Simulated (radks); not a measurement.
Results of a calculation; reference values are marked as such.
Valence configurations of In II (all share [Kr]). Code: a radial shooting solver on a logarithmic mesh with Libxc functionals. Model: Dirac Kohn-Sham, PBEsol, spin-unpolarised, spherical densities, finite nucleus; open shells are shared between the two j in proportion to 2j + 1; Fermi nuclear charge, rms radius 4.6156 fm. Energies are relative to 4d10 5s2; eigenvalues in eV.

valence           E (eV)  e(4d3/2)  e(4d5/2)  e(5p1/2)  e(5p3/2)  e(5s1/2)
4d10 5s2           0.000   -26.587   -25.723         -         -   -14.982
4d10 5s1 5p1       6.639   -28.146   -27.277    -9.554    -9.089   -15.968
4d9 5s2 5p1       19.712   -32.531   -31.614   -10.535    -9.991   -17.460
4d10 5s1.5 5p0.5   3.298   -27.378   -26.512    -9.148    -8.696   -15.487
4d10 5s0.5 5p1.5  10.022   -28.892   -28.021    -9.940    -9.463   -16.429
4d9.5 5s2 5p0.5    9.334   -29.571   -28.681    -9.659    -9.168   -16.255
4d9 5s1.5 5p1.5   23.376   -33.244   -32.325   -10.895   -10.339   -17.893
4d10 5p2          13.445   -29.619   -28.744   -10.308    -9.819         -
4d9 5s1 5p2       27.080   -33.939   -33.017   -11.242   -10.673   -18.310
4d8 5p4           59.936   -40.941   -39.963   -13.370   -12.671         -

NIST lists [Kr] 4d10 5s2 as the ground configuration; this level of theory agrees among the configurations tried. The energies are those of spherical spin-averaged densities, not of single terms.
